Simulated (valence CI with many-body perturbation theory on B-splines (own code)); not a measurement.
Basis-set convergence for Ru²²⁺

Computed by configuration interaction combined with many-body perturbation theory (CI+MBPT): four valence electrons over a frozen Dirac-Fock core [Ar], radial functions for each j: 7 s, 7 p, 8 d, 6 f, 4 g, 1 h, with the one-electron correlation potential Σ1 (screened to all orders), the two-electron term Σ2, the three-electron term Σ3, Breit, model QED; selected single and double excitations, second order for the rest, scaled by the run's own slope (own B-spline code, finite nucleus).

No measured spectrum was set against this ion. As an estimate, terms of the open shell hold to 2 to 4 % of their energy, and close levels can change places. Only levels of the ground parity were solved; by the run's estimate the other parity begins above the list, which can be wrong where configurations are misplaced.

The reference run has the lowest level 3d⁴ ⁵D_0 and an ionisation energy of 1048.12 eV. Its largest variational space holds 17660 state functions.

Names give the largest LS component (configuration and term), which can be under half, so a name can repeat, a term be missing and a line seem to break the LS rules; names also repeat where a configuration has a term twice. Letters in brackets count levels of one name in rising energy.

Changed runs:
A. basis 6 s, 6 p, 5 d, 5 f, 1 g
B. basis 5 s, 5 p, 4 d, 4 f

Excitation energies of the reference run in cm⁻¹, and shifts in cm⁻¹:

| Level | Reference | A | B |
| --- | --- | --- | --- |
| 3d⁴ ⁵D_1 | 15649 | -106 | -196 |
| 3d⁴ ⁵D_2 | 30183 | -145 | -260 |
| 3d⁴ ⁵D_3 | 42233 | -136 | -229 |
| 3d⁴ ⁵D_4 | 51137 | -72 | -90 |
| 3d⁴ ³P_0 [a] | 81783 | +249 | +521 |
| 3d⁴ ³H_4 | 90497 | +203 | +692 |
| 3d⁴ ³G_3 | 108841 | +245 | +806 |
| 3d⁴ ³H_5 | 111721 | +182 | +753 |
| 3d⁴ ³P_1 [a] | 112227 | +289 | +764 |
| 3d⁴ ³F_2 [a] | 112981 | +325 | +941 |
| 3d⁴ ³H_6 | 120642 | +210 | +841 |
| 3d⁴ ³G_4 | 131679 | +207 | +761 |
| Ionisation energy (eV) | 1048.12 | -0.08 | -0.13 |
